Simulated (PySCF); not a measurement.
CH7FN2Sn, SMILES [CH3][Sn]([NH2])([NH2])[F]. Coordinates come from a PBE0-D3(BJ)/def2-SVP optimisation. The structure was generated by enumeration; whether it is a known compound was not checked. The def2 effective core potentials stand for the cores of Sn; spin–orbit coupling is left out. The values are those of a single conformer.

Computed equilibrium geometry at PBE0-D3(BJ)/def2-SVP (PySCF confirms it by a frequency run) as a Z-matrix (one conformer of several):
```
Sn
F 1 1.9606
N 1 2.0244 2 109.41
H 3 1.0181 1 113.42 2 78.53
H 3 1.0183 4 107.48 1 126.14
N 1 2.0250 2 106.02 3 -114.99
H 6 1.0185 1 112.05 2 95.16
H 6 1.0185 7 107.62 1 124.79
C 1 2.1258 2 106.16 8 -112.92
H 9 1.0980 1 109.28 2 -10.30
H 9 1.0981 10 109.83 1 -119.42
H 9 1.0985 10 109.79 11 -120.27
```
Charge 0, spin multiplicity 1.
